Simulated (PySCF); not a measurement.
# Converging BPb in the basis (r²SCAN)

PySCF, UKS reference; quartet, unpaired electrons σ ↑, π ↑↑; De to B + Pb without counterpoise correction.

```json
{"basis": "cc-pVDZ/cc-pVDZ-PP", "relativity": "scalar-relativistic core potentials", "functions": "37", "Re (Å)": "2.270", "ωe (cm⁻¹)": "503", "De (eV)": "2.68", "μ (D)": "1.74"}
{"basis": "def2-SVP", "relativity": "scalar-relativistic core potentials", "functions": "40", "Re (Å)": "2.264", "ωe (cm⁻¹)": "513", "De (eV)": "2.75", "μ (D)": "1.77"}
{"basis": "def2-SVPD", "relativity": "scalar-relativistic core potentials", "functions": "52", "Re (Å)": "2.263", "ωe (cm⁻¹)": "512", "De (eV)": "2.75", "μ (D)": "1.78"}
{"basis": "aug-cc-pVDZ/aug-cc-pVDZ-PP", "relativity": "scalar-relativistic core potentials", "functions": "55", "Re (Å)": "2.269", "ωe (cm⁻¹)": "503", "De (eV)": "2.70", "μ (D)": "1.75"}
{"basis": "cc-pVTZ/cc-pVTZ-PP", "relativity": "scalar-relativistic core potentials", "functions": "69", "Re (Å)": "2.259", "ωe (cm⁻¹)": "506", "De (eV)": "2.72", "μ (D)": "1.73"}
{"basis": "def2-TZVPP", "relativity": "scalar-relativistic core potentials", "functions": "81", "Re (Å)": "2.253", "ωe (cm⁻¹)": "507", "De (eV)": "2.74", "μ (D)": "1.73"}
```

Problem. How does each smaller set differ from the one with most functions, def2-TZVPP?

Solution. cc-pVDZ/cc-pVDZ-PP: +1.7 pm, -0.8 % in ωe, -0.06 eV in De; def2-SVP: +1.1 pm, +1.2 % in ωe, +0.01 eV in De; def2-SVPD: +1.0 pm, +1.0 % in ωe, +0.01 eV in De; aug-cc-pVDZ/aug-cc-pVDZ-PP: +1.6 pm, -0.8 % in ωe, -0.04 eV in De; cc-pVTZ/cc-pVTZ-PP: +0.6 pm, -0.2 % in ωe, -0.02 eV in De. All at r²SCAN; the set with most functions is neither the basis-set limit nor always the best.

A positive dipole means B(−)Pb(+). These are scalar-relativistic numbers at best; spin–orbit coupling would shift them, the dissociation energy most. The state is the lowest determinant that a PBE0 search found; another state may lie lower at other levels.
